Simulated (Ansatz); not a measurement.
Abstraction of Br: SiH2(SiH3)Br + CH3Mg → SiH3(SiH2) + Mg(CH3)Br

Gas-phase species: SiH2(SiH3)Br, singlet; CH3Mg `[CH3][Mg]`, doublet; SiH3(SiH2), doublet; Mg(CH3)Br, singlet. A radical takes Br: the energy is the difference in strength between the Si–Br bond broken and the Mg–Br bond made.

Shapes, held fixed at every level: PBE0-D4/def2-TZVP. Programs: Ansatz 0.2.0. The zero-point and thermal change to 298 K, harmonic and unscaled (PBE0-D4/def2-TZVP), is -2.1 kJ/mol.

Problem. Estimate ΔH(298 K) of this reaction.

Solution. The highest level, CCSD(T)/def2-TZVPP, gives ΔH(298 K) = -44.5 kJ/mol; the levels span -66.2 to -37.6. The column of differences is taken from that level and isn't an error. No measured value is set beside it here. Open shells run unrestricted. Relativity is left out for Br. Outer-core shells of Br, Mg are correlated, in sets that cover them unevenly.

| level | kind | ΔH(298 K) (kJ/mol) | less CCSD(T)/def2-TZVPP |
| --- | --- | --- | --- |
| HF/def2-TZVPP | Hartree–Fock | -53.3 | -8.8 |
| BHLYP-D4/def2-TZVPP | global hybrid | -42.4 | +2.1 |
| PBE0-D4/def2-TZVPP | global hybrid | -37.6 | +6.9 |
| r2SCAN0-D4/def2-TZVPP | global hybrid | -49.4 | -4.9 |
| wB97X-V/def2-TZVPP | range-separated hybrid | -44.4 | +0.1 |
| B2PLYP/def2-TZVPP | double hybrid | -46.3 | -1.8 |
| CCSD/def2-SVP | coupled cluster or CI | -66.2 | -21.7 |
| CCSD(T)/def2-TZVPP | coupled cluster or CI | -44.5 | 0.0 |
